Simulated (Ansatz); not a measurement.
Single points on Pb₃.

```yaml
crystal:
  periodic: [false, false, false]
  atoms:
    - {symbol: Pb, position_ang: [-0.899843, 0.033105, -1.750196]}
    - {symbol: Pb, position_ang: [0.184890, 1.230159, 1.525236]}
    - {symbol: Pb, position_ang: [0.714953, -1.263265, 0.224960]}
basis:
  gaussian: {orbitals: def2-TZVP, initial_orbitals: start.molden}
hamiltonian: {xc: {name: B2PLYP}}
scf: {omitted_lower_state_checks: [starts]}
```

The file start.molden holds the orbitals of an earlier run on this structure, at another level or in another basis.

```sh
$ ansatz run in.yaml --threads 4 --pin off --events-out ev --progress --plain --max-ram 3916MiB
```

Output, abridged:

```
Functional definition: B2PLYP
1473 factors; integrals over basis functions are off by at most 3.2e-4 eV
mean field evaluation 1: about -15717.5305 eV, gradient 8.0e0 eV
mean field evaluation 2: about -15717.6383 eV, gradient 1.4e-1 eV
mean field evaluation 4: about -15717.6456 eV, gradient 1.9e-3 eV
mean field evaluation 8: about -15717.6456 eV, gradient 7.8e-6 eV
mean field -15717.64560663 eV, -577.6128222407 hartree, gradient 7.8e-6 eV, S^2 0.000000; 0 other end points of the search recorded, 0 dependent functions left out; unrestricted orbitals would lower it
12 core orbitals not correlated: weight in the atoms' cores, before any rotation towards them, 1.000 or more for the frozen orbitals, at most 0.000 for the correlated occupied ones
reference -15717.64573161 eV, -577.6128268336 hartree; 21, 21 occupied and 117, 117 virtual orbitals, 1473 factors
second order -39.58843492 eV of doubles, -0.00000000 eV of singles
Total energy: -15728.33460903 eV, -578.0056358339 hartree
Checks for a lower state left out: starts
```

Hardware: 4 threads of Arm Neoverse V2 on a shared host. Wall time 3.3 s.

As the first input, with `hamiltonian: {xc: pbe, dispersion: d4}`, `output: {forces: true, orbitals: {seedname: orbitals}}` (abridged; 1.4 s):

```
Functional definition: PBE
mean field -15749.42509819 eV, -578.7806970145 hartree, gradient 1.4e-5 eV, S^2 0.000000
Total energy: -15749.56870421 eV, -578.7859744384 hartree
Atom 0 force     0.088889    -0.049662     0.129172 eV/Å
Atom 1 force     0.013945    -0.131698    -0.096497 eV/Å
Atom 2 force    -0.102833     0.181360    -0.032675 eV/Å
Dipole moment:    -0.104305     0.184275    -0.032842 e Å
Checks for a lower state left out: starts
```

As the first input, with `hamiltonian: {xc: pbe0, dispersion: d4}`, `output: {orbitals: {seedname: orbitals}}` (abridged; 1.9 s):

```
Functional definition: PBE0
mean field -15746.50345421 eV, -578.6733285790 hartree, gradient 3.8e-5 eV, S^2 0.000000
Total energy: -15746.62697783 eV, -578.6778679882 hartree
Checks for a lower state left out: starts
```

First input, but with `hamiltonian: {xc: r2scan, dispersion: d4}`, `output: {orbitals: {seedname: orbitals}}` (abridged; 2.7 s):

```
Functional definition: r2SCAN
mean field -15753.84915659 eV, -578.9432781623 hartree, gradient 9.0e-6 eV, S^2 0.000000
Total energy: -15753.87118347 eV, -578.9440876349 hartree
Checks for a lower state left out: starts
```

As the first input, with `hamiltonian: {xc: {name: revPBE}, dispersion: d4}`, `output: {orbitals: {seedname: orbitals}}` (abridged; 1.2 s):

```
Functional definition: revPBE
mean field -15753.30036171 eV, -578.9231103225 hartree, gradient 1.5e-5 eV, S^2 0.000000
Total energy: -15753.49333890 eV, -578.9302021033 hartree
Checks for a lower state left out: starts
```

First input, but with `gaussian: {orbitals: def2-TZVPP, initial_orbitals: start.molden}`, `correlation: {method: ccsd_t}`, `output: {orbitals: {seedname: orbitals}}` and without the key `hamiltonian` (abridged; 40 s):

```
Functional definition: HF
mean field evaluation 16: about -15659.7437 eV, gradient 7.1e-2 eV
mean field evaluation 32: about -15658.7769 eV, gradient 2.7e-2 eV
mean field evaluation 64: about -15658.3827 eV, gradient 1.2e-4 eV
mean field -15661.04194884 eV, -575.5326761843 hartree, gradient 2.5e-6 eV, S^2 0.000000; 2 other end points of the search recorded, 0 dependent functions left out; unrestricted orbitals would lower it
determinant -15661.04194884 eV, -575.5326761843 hartree, with singles and doubles -15690.86957340 eV, -576.6288211689 hartree
determinant -15659.74386568 eV, -575.4849725082 hartree, with singles and doubles -15689.15360341 eV, -576.5657604350 hartree
determinant -15658.77691796 eV, -575.4494378350 hartree, with singles and doubles -15689.02823553 eV, -576.5611532503 hartree
12 core orbitals not correlated: weight in the atoms' cores, before any rotation towards them, 1.000 or more for the frozen orbitals, at most 0.000 for the correlated occupied ones
second order -32.90085479 eV of doubles, -0.00000000 eV of singles
cycle   1  -29.85983608 eV  change   -3.2e-2 eV  update   1.1e-2
cycle   2  -29.85302181 eV  change    6.8e-3 eV  update   7.1e-3
cycle   3  -29.84607363 eV  change    6.9e-3 eV  update   7.5e-3
cycle   4  -29.86385048 eV  change   -1.8e-2 eV  update   2.4e-3
cycle   5  -29.86483845 eV  change   -9.9e-4 eV  update   1.2e-3
cycle   6  -29.86220363 eV  change    2.6e-3 eV  update   4.9e-4
cycle   7  -29.86249539 eV  change   -2.9e-4 eV  update   3.7e-4
cycle   8  -29.86255725 eV  change   -6.2e-5 eV  update   1.1e-4
cycle   9  -29.86250110 eV  change    5.6e-5 eV  update   5.0e-5
cycle  10  -29.86249616 eV  change    4.9e-6 eV  update   1.0e-5
perturbative correction -1.20836038 eV, -0.0444064249 hartree
Total energy: -15692.11280538 eV, -576.6745091016 hartree
Checks for a lower state left out: starts
```

Geometry: PBE-D4/def2-SVP.

In the def2 sets Pb takes a core potential; there is no spin–orbit coupling. Correlated methods freeze 12 core orbitals; core or outer-core shells of Pb are correlated, in sets that lack core-valence functions. At B2PLYP/def2-TZVP, CCSD(T)/def2-TZVPP the restricted singlet (for correlated methods, its reference) is unstable: a solution with broken spin symmetry lies lower. The restricted singlet is unstable towards broken spin symmetry at other levels; at PBE-D4/def2-TZVP, PBE0-D4/def2-TZVP, r2SCAN-D4/def2-TZVP, revPBE-D4/def2-TZVP this wasn't settled. At CCSD(T)/def2-TZVPP T1 of the charge 0 singlet is large (up to 0.031), so the single-reference result is doubtful. The geometry of the singlet was relaxed on an unsound state (restricted singlet, unstable towards broken spin symmetry at other levels and untested here). Another isomer (triplet) lies 0.29 eV lower at PBE0-D4/def2-TZVP; other spin states weren't run for this one.
